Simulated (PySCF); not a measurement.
## Assignment exercise: C8H8O2

Structure with atom numbers: `[CH3:1][O:2][C:3](=[O:4])[c:5]1[cH:6][cH:7][cH:8][cH:9][cH:10]1`. Each H is labelled by its parent atom.

- GFN2-xTB structure
- shielding tensors at PBE0/pcSseg-1 (GIAO)
- program: PySCF
- rapidly exchanging positions averaged, single conformer, gas phase, relativity neglected

Referencing at the same level of theory: TMS for 13C (186.93 ppm), 1H (31.72 ppm).

Task: Assign these signals to the numbered atoms. 13C{1H} NMR (computed): δ 173.2, 138.9, 136.8, 134.8, 133.5, 54.0.

Result: 
| δ (ppm) | atoms | environment | reason |
| --- | --- | --- | --- |
| 173.2 | C3 | ester carbonyl carbon | lone-pair donation from the attached heteroatom keeps it upfield of a ketone carbonyl |
| 138.9 | C8 | aromatic CH | the aromatic region |
| 136.8 | C6/C10 | aromatic CH | – |
| 134.8 | C5 | substituted aromatic carbon | – |
| 133.5 | C7/C9 | aromatic CH | the aromatic region |
| 54.0 | C1 | methyl carbon bonded to O | pulled downfield by the heteroatom |

C5 and C7/C9 lie closer than the usual error of such a calculation, so a measured spectrum could show them in the other order.

Task: Assign these signals to the numbered atoms. 1H NMR (500 MHz, computed): δ 8.54 (d, 2H), 7.81 (m, 1H), 7.75 (m, 2H), 4.13 (s, 3H).

Result: 
8.54 → H(C6)/H(C10), hydrogen on an aromatic CH: ring current plus the deshielding of an ortho carbonyl group
7.81 → H(C8), hydrogen on an aromatic CH
7.75 → H(C7)/H(C9), hydrogen on an aromatic CH
4.13 → H(C1), hydrogen on a methyl carbon bonded to O: its carbon carries O, hence the downfield position

H(C8) and H(C7)/H(C9) lie closer than the usual error of such a calculation, so a measured spectrum could show them in the other order.

Shifts are as computed. Against solution values, carbons near 30 ppm lie about +3 ppm off and those near 130 ppm about +5 ppm. Of 1211 compounds with measured shifts, 218 miss one by over three times the rms of a fit or turn the order of signals round; such compounds aren't used in these exercises. Multiplicities follow the n + 1 count of equivalent neighbours, as no J values were calculated; m marks all less simple cases, F and P coupling included.
